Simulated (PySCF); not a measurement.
Gas-phase XPS of `CN1[SiH2]N[SiH2]1`, computed

CH8N2Si2.
Numbering: `[CH3:1][N:2]1[SiH2:3][NH:4][SiH2:5]1`

Cartesian coordinates in Å at the GFN2-xTB level; atoms count from 1:
```
atom  x, y, z in Å
C1    -1.7887   -0.4431    0.2834
N2    -0.4010   -0.1213    0.1307
Si3    0.9317   -1.0489   -0.5037
N4     1.8012    0.4384   -0.2624
Si5    0.4539    1.3890    0.2923
H6    -1.9050   -1.4973    0.5410
H7    -2.2308    0.1584    1.0798
H8    -2.3589   -0.2558   -0.6354
H9     1.3370   -2.1522    0.3645
H10    0.8076   -1.4522   -1.9045
H11    2.7556    0.6845   -0.4428
H12    0.5507    1.8570    1.6734
H13    0.0425    2.4440   -0.6340
```

Computed with delta-SCF UKS SCAN, pcX-2 on the ionised atom, pcseg-1 elsewhere, spin-free X2C (PySCF). Each binding energy is the total energy of the core-ionised species, with the hole localised on one atom, minus that of the ground state; both are solved self-consistently, so orbital relaxation is included.

**Question.** What binding energy does each computed site have?

**Answer.** 
```tsv
atom(s)	environment	level	binding energy (eV)	2p1/2 (eV)	above the level's lowest (eV)	count
Si3/Si5	SiH2 silicon	Si 2p3/2	106.88	107.51	0.00	2
C1	N-methyl carbon	C 1s	291.37	–	0.00	1
N2	nitrogen bridging silicon atoms	N 1s	403.42	–	0.00	1
N4	nitrogen bridging silicon atoms	N 1s	403.56	–	+0.14	1
Si3/Si5	SiH2 silicon	Si 1s	1846.81	–	0.00	2
```

The 2 N 1s values lie within 0.14 eV of each other; Gaussian lines of 0.5 eV full width would blend them into one maximum.

**Question.** Which photon energy gives electrons from Si 2p3/2 of Si3/Si5 a kinetic energy of 50 eV, and what is their de Broglie wavelength?

**Answer.** hν = 106.88 + 50 = 156.88 eV, recoil neglected; λ = 12.264 Å/√(E/eV) = 1.73 Å.

Atoms equivalent by their bonding share one computed value, that of the first of them. 2p3/2 and 2p1/2 are the ΔSCF energy of one spin-free 2p hole plus the eigenvalues of a spin–orbit and ligand-field matrix of the shell. 2p1/2 minus 2p3/2 (ligand field included): Si 0.63 eV. Isolated species at its GFN2-xTB geometry, gas phase.
